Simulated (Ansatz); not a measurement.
Species: InI, charge 0, singlet. InI (SMILES [In][I]).
B3LYP-D3(BJ)/def2-TZVP minimum from Ansatz (a program for electronic structure):
```xyz
2

In     0.0000     0.0000    -1.4569
I      0.0000     0.0000     1.3470
```

Total energies in def2-QZVPP, 10 correlated electrons, 18 frozen orbitals. UHF or UKS for unpaired electrons; spin-orbit terms are left out. Cores are frozen in correlated methods (noble-gas shells, and filled d and f shells in the p block). Past Kr the def2 sets carry scalar-relativistic core potentials. Spin-orbit terms, left out, reach several kcal/mol for Br and I, and more for heavier atoms.

```json
[
 {"method": "HF", "program": "Ansatz", "energy (Eh)": "-485.96672", "minus CCSDT(Q) (mEh)": "234.53"},
 {"method": "MP2", "program": "Ansatz", "energy (Eh)": "-486.16891", "minus CCSDT(Q) (mEh)": "32.34"},
 {"method": "CCSD", "program": "Ansatz", "energy (Eh)": "-486.18953", "minus CCSDT(Q) (mEh)": "11.72"},
 {"method": "CCSD(T)", "program": "Ansatz", "energy (Eh)": "-486.20004", "minus CCSDT(Q) (mEh)": "1.21"},
 {"method": "CCSDT(Q)", "program": "Ansatz", "energy (Eh)": "-486.20125", "minus CCSDT(Q) (mEh)": "0.00"}
]
```

Rough core times of Ansatz's runs on a shared machine: CCSD(T) 20 s, CCSDT(Q) 10 min.
